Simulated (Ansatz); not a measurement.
The same path of GaH3 + H3P (8 atoms, charge 0, multiplicity 1) was run 3 times with different band settings. Lost on the way: Ga1–H2, P5–H8. Made: Ga1–P5, H2–H8.

Theory: Ansatz 0.2.0, RKS PBE0/def2-SVP.

Relaxed end points:

```xyz
8
Properties=species:S:1:pos:R:3
Ga 0.024 0.113 0.094
H -0.079 0.765 1.522
H 1.429 -0.052 -0.589
H -1.288 -0.219 -0.705
P 0.193 -3.036 1.198
H -0.669 -2.799 0.085
H 1.373 -2.630 0.505
H -0.034 -1.750 1.793
```

```xyz
8
Properties=species:S:1:pos:R:3
Ga 0.105 -0.713 -0.097
H -0.091 0.648 1.901
H 1.408 0.144 -0.270
H -1.301 -0.170 -0.539
P 0.262 -2.858 0.792
H -0.616 -3.441 -0.171
H 1.457 -3.187 0.084
H -0.275 -0.032 2.202
```

Common settings: spring 5.0 eV/Å²; optimiser quadratic models (default); start path through a guess of the saddle point; force threshold 0.05 eV/Å; end points relaxed.

| run | movable images | climbing image | iteration limit |
| --- | --- | --- | --- |
| 1 | 9 | yes | 51 |
| 2 | 9 | yes | 10 |
| 3 | 1 | no | 60 |

(1) What does each run give, and how far can it be trusted?

Results:

(1) Run 1: converged after 8 iterations, highest image 0.937 eV above the first end. A vibrational analysis at the climbing image gives one clearly imaginary mode, 1176i cm⁻¹: a first-order saddle point.
Run 2: converged after 8 iterations, highest image 0.937 eV above the first end. Another band between the same ends (9 images) ends at a top of the same energy, where a vibrational analysis finds 1 clearly imaginary mode.
Run 3: converged after 13 iterations, highest image 0.424 eV above the first end. No image climbed, so the highest image needn't sit at the top of the path. A band with more images between the same ends climbed to 0.94 eV, so this one has probably stepped over the top. So few images can step over the top or miss a turn of the path.
The orbitals stay closed-shell, which can raise the energy where a bond breaks towards radicals; this wasn't checked here.
